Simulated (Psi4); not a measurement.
Cl3Ga, singlet, geometry from GFN2-xTB (such geometries of metal compounds can be far from the true shape); PBE/STO-3G run with Psi4.

Input for Psi4:
```
memory 2 GB

molecule mol {
0 1
  Ga   -0.000000    0.000000    0.000000
  Cl   -1.749625   -1.125546   -0.189075
  Cl    0.072278    1.950996   -0.743090
  Cl    1.677347   -0.825450    0.932165
}

set basis sto-3g
set reference rks

energy('pbe')
print_variables()
```

What the program printed (banner, timings and long lists left out):

```
   => Loading Basis Set <=

    Name: STO-3G
    Role: ORBITAL
    Keyword: BASIS

         ---------------------------------------------------------
                                   SCF
               by Justin Turney, Rob Parrish, Andy Simmonett
                          and Daniel G. A. Smith
                              RKS Reference
         ---------------------------------------------------------

  ==> Geometry <==

    Molecular point group: c2v
    Full point group: C2v

    Geometry (in Angstrom), charge = 0, multiplicity = 1:

       Center              X                  Y                   Z               Mass
    ------------   -----------------  -----------------  -----------------  -----------------
         GA           0.000000000000    -0.000000000000    -0.000000000000    68.925573500000
         CL           0.000000000000     0.000000000000    -2.088968835183    34.968852682000
         CL           0.000000000000    -1.809100480951     1.044484417592    34.968852682000
         CL          -0.000000000000     1.809100480951     1.044484417592    34.968852682000

  Running in c2v symmetry.

  Rotational constants: A =      0.07365  B =      0.07365  C =      0.03682 [cm^-1]
  Rotational constants: A =   2207.90628  B =   2207.90530  C =   1103.95290 [MHz]
  Nuclear repulsion =  527.301027044326474

  Charge       = 0
  Multiplicity = 1
  Electrons    = 82
  Nalpha       = 41
  Nbeta        = 41

  ==> Algorithm <==

  SCF Algorithm Type is DF.
  DIIS enabled.
  MOM disabled.
  Fractional occupation disabled.
  Guess Type is SAD.
  Energy threshold   = 1.00e-06
  Density threshold  = 1.00e-06
  Integral threshold = 1.00e-12

  ==> Primary Basis <==

  Basis Set: STO-3G
    Blend: STO-3G
    Number of shells: 23
    Number of basis functions: 45
    Number of Cartesian functions: 46
    Spherical Harmonics?: true
    Max angular momentum: 2

  ==> DFT Potential <==

   => LibXC <=

    Version 7.1.2
    S. Lehtola, C. Steigemann, M. J. T. Oliveira, and M. A. L. Marques,  SoftwareX 7, 1–5 (2018) (10.1016/j.softx.2017.11.002)

   => Composite Functional: PBE <=

    PBE GGA Exchange-Correlation Functional

    J.P. Perdew et. al., Phys. Rev. Lett., 77(18), 3865-3868, 1996

    Deriv               =              1
    GGA                 =           TRUE
    Meta                =          FALSE

    Exchange Hybrid     =          FALSE
    MP2 Hybrid          =          FALSE

   => Exchange Functionals <=

    1.0000     XC_GGA_X_PBE

   => Correlation Functionals <=

    1.0000     XC_GGA_C_PBE

   => LibXC Density Thresholds  <==

    XC_GGA_C_PBE:  1.00E-12
    XC_GGA_X_PBE:  1.00E-15

   => Molecular Quadrature <=

    Radial Scheme          =       TREUTLER
    Pruning Scheme         =           NONE
    Nuclear Scheme         =       TREUTLER

    Blocking Scheme        =         OCTREE
    BS radius alpha        =              1
    Pruning alpha          =              1
    Radial Points          =             75
    Spherical Points       =            302
    Total Points           =          80314
    Total Blocks           =            684
    Max Points             =            256
    Max Functions          =             38
    Weights Tolerance      =       1.00E-15

   => Loading Basis Set <=

    Name: (STO-3G AUX)
    Role: JKFIT
    Keyword: DF_BASIS_SCF

  ==> Integral Setup <==

  SCF_SUBTYPE=INCORE selected. In-core MEM_DF algorithm will be used.
  Using in-core AOs.

  ==> MemDFJK: Density-Fitted J/K Matrices <==

    J tasked:                   Yes
    K tasked:                    No
    wK tasked:                   No
    Algorithm:                 Core
    Schwarz Cutoff:           1E-12
    Mask sparsity (%):      14.8148
    Fitting Condition:        1E-10

   => Auxiliary Basis Set <=

  Basis Set: (STO-3G AUX)
    Blend: DEF2-UNIVERSAL-JKFIT
    Number of shells: 174
    Number of basis functions: 650
    Number of Cartesian functions: 836
    Spherical Harmonics?: true
    Max angular momentum: 5

  Minimum eigenvalue in the overlap matrix is 3.1036050434E-01.
  Reciprocal condition number of the overlap matrix is 1.7471747457E-01.
    Using symmetric orthogonalization.

  ==> Pre-Iterations <==

  SCF Guess: Superposition of Atomic Densities via on-the-fly atomic UHF (no occupation information).

   -------------------------
    Irrep   Nso     Nmo
   -------------------------
     A1        21      21
     A2         3       3
     B1         8       8
     B2        13      13
   -------------------------
    Total      45      45
   -------------------------

  ==> Iterations <==

                           Total Energy        Delta E     RMS |[F,P]|

   @DF-RKS iter SAD: -3265.66998444477122   -3.26567e+03   0.00000e+00
    Occupation by irrep:
             A1    A2    B1    B2
    DOCC [    19,    2,    8,   12 ]
    NA   [    19,    2,    8,   12 ]
    NB   [    19,    2,    8,   12 ]

   @DF-RKS iter   1: -3266.25863368164937   -5.88649e-01   3.04538e-02 ADIIS/DIIS
    Occupation by irrep:
             A1    A2    B1    B2
    DOCC [    19,    3,    7,   12 ]
    NA   [    19,    3,    7,   12 ]
    NB   [    19,    3,    7,   12 ]

   @DF-RKS iter   2: -3243.73043747042675    2.25282e+01   6.23338e-02 ADIIS/DIIS
   @DF-RKS iter   3: -3266.83578656876125   -2.31053e+01   1.26967e-02 ADIIS/DIIS
   @DF-RKS iter   4: -3266.67760957721794    1.58177e-01   2.09978e-02 ADIIS/DIIS
   @DF-RKS iter   5: -3266.63419308870380    4.34165e-02   2.13360e-02 ADIIS/DIIS
   @DF-RKS iter   6: -3266.65342010933227   -1.92270e-02   2.10921e-02 ADIIS/DIIS
   @DF-RKS iter   7: -3266.64789246050304    5.52765e-03   2.12584e-02 ADIIS/DIIS
   @DF-RKS iter   8: -3266.63951567507229    8.37679e-03   2.14495e-02 ADIIS/DIIS
   @DF-RKS iter   9: -3266.62052068513867    1.89950e-02   2.19190e-02 ADIIS/DIIS
   @DF-RKS iter  10: -3266.64794556550532   -2.74249e-02   2.10056e-02 ADIIS/DIIS
   @DF-RKS iter  11: -3266.64991643778649   -1.97087e-03   2.09500e-02 ADIIS/DIIS
   @DF-RKS iter  12: -3266.68165824048765   -3.17418e-02   1.97415e-02 ADIIS/DIIS
    Occupation by irrep:
             A1    A2    B1    B2
    DOCC [    19,    2,    8,   12 ]
    NA   [    19,    2,    8,   12 ]
    NB   [    19,    2,    8,   12 ]

   @DF-RKS iter  13: -3253.53239455194262    1.31493e+01   1.96149e-01 ADIIS
    Occupation by irrep:
             A1    A2    B1    B2
    DOCC [    19,    3,    7,   12 ]
    NA   [    19,    3,    7,   12 ]
    NB   [    19,    3,    7,   12 ]

   @DF-RKS iter  14: -3263.08558383363015   -9.55319e+00   9.09160e-02 ADIIS/DIIS
   @DF-RKS iter  15: -3266.96046271572868   -3.87488e+00   1.08877e-02 ADIIS/DIIS
   @DF-RKS iter  16: -3267.02378210381130   -6.33194e-02   2.22618e-03 ADIIS/DIIS
   @DF-RKS iter  17: -3267.02648197545159   -2.69987e-03   1.11566e-03 ADIIS/DIIS
   @DF-RKS iter  18: -3267.02710023963073   -6.18264e-04   2.18710e-04 ADIIS/DIIS
   @DF-RKS iter  19: -3267.02712304907345   -2.28094e-05   9.49978e-05 DIIS
   @DF-RKS iter  20: -3267.02712527035101   -2.22128e-06   7.16907e-05 DIIS
   @DF-RKS iter  21: -3267.02712781334048   -2.54299e-06   6.82323e-06 DIIS
   @DF-RKS iter  22: -3267.02712783689140   -2.35509e-08   5.88779e-07 DIIS
  Energy and wave function converged.

  ==> Post-Iterations <==

   Electrons on quadrature grid:
      Ntotal   =   81.9999873250 ; deviation = -1.267e-05

    Orbital Energies [Eh]
    ---------------------

    Doubly Occupied:

       1A1  -367.215887     2A1   -99.619471     1B2   -99.619469
       3A1   -99.619462     4A1   -44.165703     1B1   -40.095369
       5A1   -40.075890     2B2   -40.075879     6A1    -8.984022
       3B2    -8.983825     7A1    -8.983820     8A1    -6.834107
       4B2    -6.833994     9A1    -6.833989     2B1    -6.822401
       1A2    -6.822033     3B1    -6.822032    10A1    -6.819746
       5B2    -6.819738     6B2    -6.819592    11A1    -4.961244
       4B1    -3.341756    12A1    -3.310228     7B2    -3.310208
      13A1    -0.739153     8B2    -0.714979    14A1    -0.714975
      15A1    -0.403053     9B2    -0.336191    16A1    -0.336190
       5B1    -0.296339    17A1    -0.262295    10B2    -0.262290
       2A2    -0.253131     6B1    -0.253129    11B2    -0.238626
      18A1    -0.150462     7B1    -0.105257     3A2    -0.105174
      19A1    -0.084852    12B2    -0.084804

    Virtual:

       8B1    -0.056488    20A1    -0.017759    21A1     0.153562
      13B2     0.153565

    Final Occupation by Irrep:
             A1    A2    B1    B2
    DOCC [    19,    3,    7,   12 ]
    NA   [    19,    3,    7,   12 ]
    NB   [    19,    3,    7,   12 ]

  @DF-RKS Final Energy: -3267.02712783689140

   => Energetics <=

    Nuclear Repulsion Energy =            527.3010270443264744
    One-Electron Energy =               -5598.5667250513197359
    Two-Electron Energy =                1963.1647763763562580
    DFT Exchange-Correlation Energy =    -158.9262062062545908
    Empirical Dispersion Energy =           0.0000000000000000
    VV10 Nonlocal Energy =                  0.0000000000000000
    Total Energy =                      -3267.0271278368913954

Computation Completed

Properties will be evaluated at   0.000000,   0.000000,   0.000000 [a0]

Properties computed using the SCF density matrix

 Multipole Moments:

 ------------------------------------------------------------------------------------
     Multipole            Electronic (a.u.)      Nuclear  (a.u.)        Total (a.u.)
 ------------------------------------------------------------------------------------

 L = 1.  Multiply by 2.5417464519 to convert [e a0] to [Debye]
 Dipole X            :          0.0000000            0.0000000            0.0000000
 Dipole Y            :          0.0000000            0.0000000            0.0000000
 Dipole Z            :          0.0001059            0.0000000            0.0001059
 Magnitude           :                                                    0.0001059

 ------------------------------------------------------------------------------------

  Variable Map:
  ----------------------------------------------------------------------------
  "CURRENT ENERGY"              =>   -3267.027127836891
  "CURRENT REFERENCE ENERGY"    =>   -3267.027127836891
  "DD SOLVATION ENERGY"         =>       0.000000000000
  "DFT FUNCTIONAL TOTAL ENERGY" =>   -3267.027127836891
  "DFT TOTAL ENERGY"            =>   -3267.027127836891
  "DFT VV10 ENERGY"             =>       0.000000000000
  "DFT XC ENERGY"               =>    -158.926206206255
  "GRID ELECTRONS ALPHA"        =>      40.999993662524
  "GRID ELECTRONS BETA"         =>      40.999993662524
  "GRID ELECTRONS TOTAL"        =>      81.999987325047
  "NUCLEAR REPULSION ENERGY"    =>     527.301027044326
  "ONE-ELECTRON ENERGY"         =>   -5598.566725051320
  "PCM POLARIZATION ENERGY"     =>       0.000000000000
  "PE ENERGY"                   =>       0.000000000000
  "SCF ITERATION ENERGY"        =>   -3267.027127836891
  "SCF ITERATIONS"              =>      22.000000000000
  "SCF TOTAL ENERGY"            =>   -3267.027127836891
  "TWO-ELECTRON ENERGY"         =>    1963.164776376356
  "XC GRID RADIAL POINTS"       =>      75.000000000000
  "XC GRID SPHERICAL POINTS"    =>     302.000000000000
  "XC GRID TOTAL POINTS"        =>   80314.000000000000

  Array Variable Map:
  ----------------------------------------------------------------------------
  "CURRENT DIPOLE"              =>       0.000000000000 ... 0.000105913154 1 by 3
  "SCF DIPOLE"                  =>       0.000000000000 ... 0.000105913154 1 by 3
  "SCF TOTAL ENERGIES"          =>   -3265.669984444771 ... -3267.027127836891 1 by 23
```
